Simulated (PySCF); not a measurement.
Molecule: SMILES C[S][GeH2][O][GeH3], CH$_{8}$Ge$_{2}$OS.

Geometry:
```tsv
atom	x (Å)	y (Å)	z (Å)
C1	2.393	-0.016	-0.793
S2	1.327	-1.439	-1.195
Ge3	0.102	-1.481	0.655
O4	-0.890	-0.012	0.727
Ge5	-1.747	0.757	-0.637
H6	1.797	0.879	-0.567
H7	3.006	0.182	-1.682
H8	3.058	-0.243	0.052
H9	-0.788	-2.732	0.559
H10	0.987	-1.434	1.910
H11	-2.784	1.684	0.015
H12	-2.431	-0.325	-1.496
H13	-0.741	1.564	-1.478
```

Geometry PBE0-D3(BJ)/def2-SVP throughout; GIAO in PySCF, gas phase, one conformer, non-relativistic; equivalent atoms averaged; functional PBE0.

For orientation, def2-SVP gives these absolute shieldings σ: C1 180.2, S2 679.3, Ge3 1450.6, Ge5 1546.9, O4 325.0, H9/H10 25.70, H11/H12/H13 26.16, H6/H7/H8 29.40 ppm.

A run gave: C1 170.2, S2 627.7, Ge3 1303.6, Ge5 1414.4, O4 324.2, H9/H10 25.69, H11/H12/H13 26.17, H6/H7/H8 29.14 ppm (absolute shieldings σ).

Question: Which basis set was used in that run?
A. cc-pVDZ
B. 6-31G*
C. pcSseg-1
D. def2-TZVP

Answer: C. Ge3 tells them apart best: pcSseg-1 gives 1303.6, 6-31G* gives 1486.5, def2-TZVP gives 1348.5, cc-pVDZ gives 1523.7 ppm.
